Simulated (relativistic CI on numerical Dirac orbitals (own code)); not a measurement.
Slater and spin-orbit integrals, Bi⁴³⁺

Calculated at this level of theory: Dirac-Coulomb-Breit CI, orbitals from a KLI potential per configuration, QED by a radiative potential, unscaled Slater integrals (own radial code, finite nucleus).

Slater integrals F^k, G^k are unscaled and averaged over j, outside the closed core [Ar] 3d10; ζ comes from projecting the Hamiltonian with its Breit term on Σ l·s of the shell.

- 4s2 4p6 4d4: F^2(4d,4d) = 279230, F^4(4d,4d) = 190270, ζ(4d) = 109140 cm⁻¹; <r>(4d) = 0.3582, <r^2>(4d) = 0.1468 (bohr units).
- 4s2 4p6 4d3 4f: F^2(4d,4d) = 279060, F^4(4d,4d) = 190150, ζ(4d) = 109020, F^2(4d,4f) = 281830, F^4(4d,4f) = 183080, G^1(4d,4f) = 280060, G^3(4d,4f) = 196270, G^5(4d,4f) = 145190, ζ(4f) = 21010 cm⁻¹; <r>(4d) = 0.3585, <r^2>(4d) = 0.147, <r>(4f) = 0.3319, <r^2>(4f) = 0.1246 (bohr units).
- 4s2 4p5 4d5: ζ(4p) = 884310, F^2(4d,4d) = 279170, F^4(4d,4d) = 190220, F^2(4p,4d) = 279410, G^1(4p,4d) = 345080, G^3(4p,4d) = 221390, ζ(4d) = 108770 cm⁻¹; <r>(4p) = 0.3581, <r^2>(4p) = 0.1454, <r>(4d) = 0.3583, <r^2>(4d) = 0.1468 (bohr units).

Q: Give the Racah parameters of the d shell in 4s2 4p6 4d4.

A: B = F²/49 − 5F⁴/441 = 3541 cm⁻¹ and C = 35F⁴/441 = 15101 cm⁻¹.

Averages of the first 10 configurations, taken without configuration mixing, which lowers the lowest level and can move excited configurations by several eV; other configurations of the list can lie among them:

| Configuration | Parity | States | Average energy above the lowest level (eV) |
| --- | --- | --- | --- |
| 4s2 4p6 4d4 | even | 210 | 85.2 |
| 4s2 4p6 4d3 4f | odd | 1680 | 341.5 |
| 4s2 4p5 4d5 | odd | 1512 | 365.2 |
| 4s 4p6 4d5 | even | 504 | 613.0 |
| 4s 4p6 4d4 4f | odd | 5880 | 866.7 |
| 4s2 4p6 4d3 5s | even | 240 | 742.6 |
| 4s2 4p6 4d3 5d | even | 1200 | 975.2 |
| 4s2 4p6 4d3 5g | even | 2160 | 1168.3 |
| 4p6 4d6 | even | 210 | 1146.0 |
| 4p5 4d7 | odd | 720 | 1422.2 |
